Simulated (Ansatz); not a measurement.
Basis-set extrapolation for C2H5BClF (`BCC(F)Cl`) (PBE0-D4/def2-TZVP geometry, frozen core, Ansatz). Multiplicity 1, RHF reference.

```json
{"": "HF", "def2-TZVPP": "-662.343449", "def2-QZVPP": "-662.365344"}
{"": "MP2 correlation", "def2-TZVPP": "-0.877157", "def2-QZVPP": "-0.949403"}
{"": "CCSD(T) correlation", "def2-TZVPP": "-0.959193", "def2-QZVPP": "not run"}
```

Energies in hartree. Use E(X) = E(∞) + A·exp(−7.88·√X) for Hartree–Fock and E(X) = E(∞) + B·X^(−2.97) for correlation, with X = 3 and 4, and add CCSD(T) minus MP2 of the smaller set to the MP2 limit.

**Question.** What is the CCSD(T) energy at the basis-set limit?

**Answer.** HF limit: -662.365344 + (-0.021895) × 0.13774 = -662.36836. MP2 limit: -0.949403 + (-0.072246) × 0.74074 = -1.00292. Higher-order term: -0.959193 − (-0.877157) = -0.08204. Total: -663.45332 hartree, 395.6 kJ/mol below CCSD(T)/def2-TZVPP.
